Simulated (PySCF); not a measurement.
## Correlation energy of N³⁺ (nitrogen, charge +3)

[He] 2s2, closed-shell 1S. All numbers are calculated (PySCF 2.14, the spin-free X2C one-electron Hamiltonian (Gaussian nucleus), in x2c-TZVPall). Frozen: 1s2; 2 electrons correlated.

Total MP2 correlation energy: -49.23 mhartree.

Same-spin part 0.00 and opposite-spin part -49.23 mhartree; SCS-MP2 scales them by 1/3 and 6/5 to -59.08 mhartree.

With two correlated electrons CCSD is exact within the correlated space (frozen core and kept virtual orbitals).

| level | correlation energy (mhartree) |
| --- | --- |
| CCSD | -85.33 |

Diagnostics: T1 = 0.0067, D1 = 0.0094, largest double amplitude 0.154.

A double-excitation amplitude exceeds 0.15, a sign of near-degeneracy.

Cost of the coupled-cluster step: 0.15 s of wall time on 1 thread of Neoverse-N1 (shared host), for 2 correlated electrons.

Iterations:

```
CC2 = 0
CCSD nocc = 1, nmo = 30
frozen orbitals [0]
max_cycle = 100
direct = 0
conv_tol = 1e-08
conv_tol_normt = 1e-06
diis_space = 8
diis_start_cycle = 0
Init t2, MP2 energy = -51.1595995822465  E_corr(MP2) -0.0492306242482759
Init E_corr(CCSD) = -0.0492306242482806
cycle = 1  E_corr(CCSD) = -0.0672334591172542  dE = -0.0180028349  norm(t1,t2) = 0.0646155
cycle = 2  E_corr(CCSD) = -0.0760904657004302  dE = -0.00885700658  norm(t1,t2) = 0.0335365
cycle = 3  E_corr(CCSD) = -0.0854597136222497  dE = -0.00936924792  norm(t1,t2) = 0.0173579
cycle = 4  E_corr(CCSD) = -0.0852847733323896  dE = 0.00017494029  norm(t1,t2) = 0.000247612
cycle = 5  E_corr(CCSD) = -0.0853377005563358  dE = -5.29272239e-05  norm(t1,t2) = 7.76218e-05
cycle = 6  E_corr(CCSD) = -0.0853267798604965  dE = 1.09206958e-05  norm(t1,t2) = 2.23013e-05
cycle = 7  E_corr(CCSD) = -0.0853253800740026  dE = 1.39978649e-06  norm(t1,t2) = 2.3677e-06
cycle = 8  E_corr(CCSD) = -0.0853254345578416  dE = -5.44838391e-08  norm(t1,t2) = 1.99971e-07
cycle = 9  E_corr(CCSD) = -0.0853254511800976  dE = -1.6622256e-08  norm(t1,t2) = 9.6894e-08
cycle = 10  E_corr(CCSD) = -0.0853254882826201  dE = -3.71025225e-08  norm(t1,t2) = 6.54844e-08
cycle = 11  E_corr(CCSD) = -0.085325486358351  dE = 1.92426912e-09  norm(t1,t2) = 7.38556e-09
CCSD converged
E(CCSD) = -51.19569444435659  E_corr = -0.08532548635835102
```
